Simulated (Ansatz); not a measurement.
Geometry optimisation, Ansatz, RKS PBE0-D4/def2-SVP.

input.yaml

```yaml
crystal:
  periodic: [false, false, false]
  atoms:
    - { symbol: B, position_ang: [-1.0112, -1.0106, 2.1608] }
    - { symbol: "N", position_ang: [-1.4221, -0.511, 0.7432] }
    - { symbol: C, position_ang: [-0.4589, -0.0292, -0.1345] }
    - { symbol: C, position_ang: [0.502, 0.3912, -0.8694] }
    - { symbol: C, position_ang: [1.4666, 0.8722, -1.7871] }
    - { symbol: H, position_ang: [-1.9034, -1.3512, 2.8706] }
    - { symbol: H, position_ang: [0.0871, -0.9207, 2.5291] }
    - { symbol: H, position_ang: [-1.43565, 0.05533, -0.61086] }
    - { symbol: H, position_ang: [1.586, 0.195, -2.5789] }
    - { symbol: H, position_ang: [2.4281, 0.9608, -1.1979] }
    - { symbol: H, position_ang: [1.1625, 1.8795, -2.1305] }
basis:
  gaussian: { orbitals: def2-SVP }
hamiltonian:
  xc: pbe0
  dispersion: d4
relax:
  f_tol: 0.02
  max_steps: 50
```

Command:

```bash
$ ansatz run input.yaml --threads 2 --pin off --max-ram 3072MiB --backend cpu --events-out ev --progress --plain --runs-dir out
```

Where does it end, and by what steps?

It converged. After 21 steps the energy has fallen by 4.910 eV; H8 moved furthest, 1.45 Å. Parted: C3–H8. Joined: C4–H8.

```csv
step,energy less start (eV),largest force component (eV/Å),accepted
0,0.0000,3.618,yes
1,-0.5319,2.092,yes
2,-0.7117,0.818,yes
3,-0.8091,0.348,yes
4,-0.8845,0.589,yes
5,-1.0417,1.051,yes
6,-1.4489,1.732,yes
7,-2.1506,2.094,yes
8,-2.8738,1.994,yes
9,-3.5579,2.066,yes
10,-4.0516,1.231,yes
11,-4.4426,0.903,yes
12,-4.6758,1.160,yes
13,-4.8195,0.641,yes
14,-4.8728,0.889,yes
15,-4.9075,0.148,yes
16,-4.9072,0.060,no
17,-4.9071,0.098,no
18,-4.9087,0.038,yes
19,-4.9092,0.054,yes
20,-4.9092,0.066,yes
21,-4.9097,0.006,yes
```

```xyz
11
Properties=species:S:1:pos:R:3
B -0.915 -1.000 2.344
N -0.628 -0.509 1.087
C -0.384 -0.081 -0.013
C -0.112 0.388 -1.215
C 1.247 0.834 -1.665
H -2.051 -1.330 2.592
H -0.021 -1.084 3.152
H -0.952 0.447 -1.916
H 1.597 0.238 -2.524
H 1.991 0.738 -0.862
H 1.230 1.888 -1.987
```

Whether the end is a true minimum wasn't checked by a vibrational analysis.

The run took 51 s on 2 threads of Arm Neoverse V1, with other jobs on the host, peak memory 0.2 GiB.
